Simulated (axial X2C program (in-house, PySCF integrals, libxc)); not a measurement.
Values are calculated unless marked as measured or tabulated.
**SeCl: input and output**

Program: an in-house relativistic program for diatomic molecules.

Input file and command:
```json
{"zs": [34, 17], "q": 0, "bas": ["dyall-cv3z", "dyall-av3z"], "levels": ["PBE0", "HF", "PBEsol"], "cc": true, "r0": 2.15, "thr": -2.0, "nmax": 90, "npts": 10, "nst": 2, "ntry": 6}
```
```bash
python so2c.py task.json out
```

Keys: zs atomic numbers; q charge; bas basis sets; levels methods; cc coupled cluster on or off; r0 starting distance in Å; thr threshold in hartree for freezing inner shells (an s shell follows its p shell); nmax most natural virtual spinors; npts points on the curve; nst determinants followed; ntry starts of the search. HF also brings MP2.

Output of the HF step, 2c, at R = 2.133 Å for the state Ω = 3/2. It starts from PBE0 orbitals of this distance.

```
two-component X2C + atomic mean field  HF
basis functions 164  fitting functions 897  grid points 5078
iter        total energy     max residual
   1      -2888.170784407     1.66e-01
   2      -2888.194736350     5.10e-03
   3      -2888.195867039     2.44e-03
   4      -2888.196101248     1.42e-03
   5      -2888.196205495     8.34e-04
   6      -2888.196257851     4.09e-04
   7      -2888.196264100     1.19e-04
   8      -2888.196265755     3.91e-05
   9      -2888.196265951     3.34e-05
  10      -2888.196266073     2.70e-05
  11      -2888.196266195     1.62e-05
  12      -2888.196266244     6.30e-06
  13      -2888.196266249     2.86e-06
  14      -2888.196266251     1.50e-06
converged
one-electron -4299.98745815  Coulomb 1383.93300127  exact exchange -114.56725506  xc functional 0.00000000  nuclear repulsion 143.39635626  atomic mean-field constant -0.97091058
correlated 13  virtual 211  natural virtual 90  E(MP2) -0.327280169  MP2 remainder -0.012680288
iter   CCSD correlation   residual
   1     -0.335890951   1.11e-01
   2     -0.344442549   3.90e-02
   3     -0.345759145   1.54e-02
   4     -0.345814757   7.12e-03
   5     -0.345901669   3.41e-03
   6     -0.345911259   1.47e-03
   7     -0.345916247   4.54e-04
   8     -0.345918113   1.55e-04
   9     -0.345916511   7.06e-05
  10     -0.345916859   4.30e-05
  11     -0.345916765   2.39e-05
  12     -0.345917037   9.71e-06
  13     -0.345917032   3.64e-06
(T) -0.015019503  T1 0.0215  D1 0.0642  max T2 0.086
```
Energies are in hartree; totals compare only within one Hamiltonian and basis. T1 in the output is the amplitude norm over the root of the electron number; divide by √2 for the Lee–Taylor value. The determinant is spin-polarised beyond a pure state at some levels (its spin-free form has ⟨S²⟩ too high), which makes Re and μ there less reliable.
